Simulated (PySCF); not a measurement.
**BeH⁺: frontier orbitals**

r²SCAN at R = 1.332 Å; Be def2-SVP, H def2-SVP; no relativity (PySCF 2.14). State: ¹Σ⁺ (singlet), closed shell. Only the outer orbitals are listed, counted within each symmetry.

```csv
orbital,occ.,ε (eV),on Be (%),main shells (%)
2σ,2,-15.85,54,"45 H s, 40 Be s, 14 Be p"
3σ,0,-9.98,91,"56 Be s, 36 Be p, 9 H s"
1π,0,-8.41,99,100 Be p
1π,0,-8.41,99,100 Be p
```

Which are the highest filled and the lowest empty level, where do they sit, and how wide is the gap?

Highest filled 2σ at -15.85 eV (in %: 45 H s, 40 Be s, 14 Be p); lowest empty 3σ at -9.98 eV (in %: 56 Be s, 36 Be p, 9 H s); the gap at r²SCAN is 5.87 eV.

```json
{
 "bond order (Mayer)": "0.99",
 "⟨S²⟩": "0.000",
 "charge on Be (Mulliken, basis-dependent)": "0.91",
 "charge on Be (Löwdin, basis-dependent)": "1.04",
 "dipole moment (positive dipole points towards H; it is taken about the centre of mass and depends on that origin)": "-3.10 D"
}
```
